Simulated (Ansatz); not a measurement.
```xyz
6

O     0.7835    0.9600   -0.7246
Ge   -0.2749    0.0017    0.3302
S     0.4106   -2.0856    0.5262
H     1.0002    0.5034   -1.5413
H    -1.6924   -0.1115   -0.2649
H    -0.2270    0.7320    1.6744
```

Charge 0, multiplicity 2.

Problem. List the ωB97M-V/def2-TZVPP orbital energies in eV (Ansatz). (Estimate.)

Solution. The calculation gave: α occupied: -10867.42, -2427.56, -1363.20, -1210.94, -1210.92, -1210.92, -526.10, -221.45, -175.05, -164.80, -164.45, -164.32, -124.33, -124.28, -124.26, -37.23, -37.12, -37.09, -37.03, -37.02, -30.36, -22.89, -18.43, -15.58, -13.34, -13.08, -11.97, -11.13, -10.69, -10.13. α empty: 1.98, 2.15, 2.86, 3.69, 3.86, 6.59, 6.88, 7.18. β occupied: -10867.42, -2427.39, -1363.20, -1210.94, -1210.92, -1210.91, -526.10, -221.31, -175.05, -164.35, -164.28, -164.22, -124.33, -124.28, -124.25, -37.23, -37.13, -37.07, -37.03, -37.02, -30.36, -21.92, -18.26, -15.49, -13.19, -12.95, -11.71, -10.85, -9.72. β empty: -2.58, 2.01, 2.31, 2.87, 3.72, 4.07, 6.70, 6.99. ⟨S²⟩ = 0.753.
